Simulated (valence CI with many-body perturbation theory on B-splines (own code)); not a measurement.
# Level structure of Ru39+

Computed by configuration interaction combined with many-body perturbation theory (CI+MBPT): three valence electrons over a frozen Dirac-Fock core [He], radial functions for each j: 11 s, 11 p, 9 d, 7 f, 5 g, 2 h, 1 i, with the one-electron correlation potential Σ1, the two-electron term Σ2, the three-electron term Σ3, Breit, model QED; selected CI, second order for the rest (own B-spline code, finite nucleus).

No measured spectrum was set against this ion. As an estimate, large intervals hold to a few tenths of a per cent, small ones and those within an open d or f shell to about a per cent.

Levels 46 to 90 of 99, with energies above the lowest level, (2s^2 2p1/2) J=1/2. "Leading %" is the weight of the configuration and term that name the level; weights of strongly mixed levels are sums over their largest components and can fall short. In the jj column 3d3/2^4 stands for four electrons in 3d with j = 3/2. Lifetimes count E1, E2, E3, M1 and M2 decay at the calculated energies, and are blank where another channel may lead or the interval is too uncertain; long ones can be off by a factor of two.

| No. | Configuration | Term | J | E (Ry) | Leading % | Leading jj | Lifetime |
| --- | --- | --- | --- | --- | --- | --- | --- |
| 46 | 2s2p3s | ²P° | 3/2 | 262.52 | 86 | 2s 2p3/2 3s (95 %) | 53.5 fs |
| 47 | 2s2p3p | ⁴D | 7/2 | 264.11 | 100 | 2s 2p3/2 3p3/2 (100 %) | 7.01 ps |
| 48 | 2s2p3p | ²P | 3/2 | 264.37 | 51 | 2s 2p3/2 3p3/2 (96 %) | 18.9 fs |
| 49 | 2s2p3p | ²D | 5/2 | 265.20 | 50 | 2s 2p3/2 3p3/2 (96 %) | 19.6 fs |
| 50 | 2s2p3p | ²P | 1/2 | 265.30 | 44 | 2s 2p3/2 3p3/2 (83 %) | 28.0 fs |
| 51 | 2p²3p | ⁴D° | 3/2 | 265.32 | 26 | 2p1/2^2 3p3/2 (94 %) | 20.5 fs |
| 52 | 2s2p3p | ²P | 1/2 | 265.55 | 45 | 2s 2p3/2 3p1/2 (81 %) | 12.4 fs |
| 53 | 2s2p3p | ²D | 3/2 | 265.62 | 66 | 2s 2p3/2 3p1/2 (93 %) | 53.6 fs |
| 54 | 2s2p3d | ⁴D° | 5/2 | 267.04 | 49 | 2s 2p3/2 3d3/2 (97 %) | 5.02 fs |
| 55 | 2s2p3d | ⁴D° | 7/2 | 267.19 | 45 | 2s 2p3/2 3d3/2 (68 %) | 5.90 fs |
| 56 | 2p²3d | ⁴F | 3/2 | 267.20 | 38 | 2p1/2^2 3d3/2 (95 %) | 30.5 fs |
| 57 | 2s2p3d | ⁴F° | 9/2 | 267.21 | 100 | 2s 2p3/2 3d5/2 (100 %) | 289 ps |
| 58 | 2s2p3d | ⁴P° | 3/2 | 267.22 | 46 | 2s 2p3/2 3d3/2 (97 %) | 4.48 fs |
| 59 | 2s2p3d | ⁴P° | 1/2 | 267.32 | 85 | 2s 2p3/2 3d3/2 (96 %) | 5.07 fs |
| 60 | 2s2p3p | ²D | 5/2 | 268.10 | 68 | 2s 2p3/2 3p3/2 (83 %) | 55.4 fs |
| 61 | 2s2p3d | ²D° | 5/2 | 268.25 | 45 | 2s 2p3/2 3d5/2 (99 %) | 6.78 fs |
| 62 | 2p²3s | ⁴P | 3/2 | 268.29 | 52 | 2p1/2 2p3/2 3s (65 %) | 61.8 fs |
| 63 | 2p²3d | ²D | 5/2 | 268.57 | 27 | 2p1/2^2 3d5/2 (91 %) | 6.83 fs |
| 64 | 2s2p3d | ²D° | 3/2 | 268.60 | 41 | 2s 2p3/2 3d5/2 (90 %) | 7.61 fs |
| 65 | 2p²3s | ⁴P | 3/2 | 268.89 | 38 | 2p1/2 2p3/2 3s (52 %) | 42.3 fs |
| 66 | 2s2p3d | ²F° | 7/2 | 269.02 | 80 | 2s 2p3/2 3d5/2 (68 %) | 3.89 fs |
| 67 | 2s2p3p | ²S | 1/2 | 269.04 | 33 | 2p1/2 2p3/2 3s (48 %) | 48.5 fs |
| 68 | 2p²3s | ²P | 1/2 | 269.43 | 32 | 2s 2p3/2 3p3/2 (52 %) | 56.7 fs |
| 69 | 2s2p3d | ²P° | 1/2 | 269.59 | 81 | 2s 2p3/2 3d5/2 (96 %) | 4.99 fs |
| 70 | 2p²3s | ²D | 5/2 | 269.83 | 44 | 2p1/2 2p3/2 3s (78 %) | 60.1 fs |
| 71 | 2p²3s | ²D | 3/2 | 270.17 | 48 | 2p1/2 2p3/2 3s (78 %) | 29.4 fs |
| 72 | 2p²3p | ⁴P° | 1/2 | 270.91 | 42 | 2p1/2 2p3/2 3p1/2 (96 %) | 22.8 fs |
| 73 | 2s2p3d | ²F° | 5/2 | 271.00 | 57 | 2s 2p3/2 3d3/2 (79 %) | 4.56 fs |
| 74 | 2p²3p | ⁴D° | 3/2 | 271.11 | 31 | 2p1/2 2p3/2 3p1/2 (58 %) | 6.25 fs |
| 75 | 2s2p3d | ²D° | 3/2 | 271.45 | 44 | 2s 2p3/2 3d3/2 (52 %) | 9.52 fs |
| 76 | 2s2p3d | ²F° | 7/2 | 271.62 | 82 | 2s 2p3/2 3d5/2 (94 %) | 12.9 fs |
| 77 | 2s2p3d | ²P° | 1/2 | 271.69 | 87 | 2s 2p3/2 3d3/2 (94 %) | 5.95 fs |
| 78 | 2p²3p | ²F° | 5/2 | 272.11 | 29 | 2p1/2 2p3/2 3p1/2 (71 %) | 30.7 fs |
| 79 | 2s2p3d | ²D° | 5/2 | 272.30 | 55 | 2s 2p3/2 3d5/2 (83 %) | 4.05 fs |
| 80 | 2s2p3d | ²P° | 3/2 | 272.51 | 83 | 2s 2p3/2 3d5/2 (92 %) | 5.53 fs |
| 81 | 2p²3p | ²P° | 3/2 | 273.42 | 38 | 2p1/2 2p3/2 3p1/2 (95 %) | 15.8 fs |
| 82 | 2p²3p | ⁴D° | 5/2 | 274.16 | 53 | 2p1/2 2p3/2 3p3/2 (99 %) | 19.8 fs |
| 83 | 2p²3p | ⁴P° | 1/2 | 274.41 | 37 | 2p1/2 2p3/2 3p3/2 (98 %) | 18.5 fs |
| 84 | 2p²3p | ²D° | 3/2 | 274.75 | 49 | 2p1/2 2p3/2 3p3/2 (96 %) | 17.7 fs |
| 85 | 2p²3p | ²F° | 7/2 | 275.14 | 55 | 2p1/2 2p3/2 3p3/2 (96 %) | 23.0 fs |
| 86 | 2p²3p | ²P° | 3/2 | 275.69 | 44 | 2p1/2 2p3/2 3p3/2 (98 %) | 17.4 fs |
| 87 | 2p²3p | ²D° | 5/2 | 276.19 | 53 | 2p1/2 2p3/2 3p3/2 (96 %) | 18.4 fs |
| 88 | 2p²3d | ⁴F | 3/2 | 276.52 | 42 | 2p1/2 2p3/2 3d3/2 (98 %) | 20.4 fs |
| 89 | 2p²3d | ⁴F | 5/2 | 276.61 | 54 | 2p1/2 2p3/2 3d3/2 (96 %) | 54.1 fs |
| 90 | 2p²3d | ⁴D | 1/2 | 276.73 | 80 | 2p1/2 2p3/2 3d3/2 (100 %) | 39.5 fs |
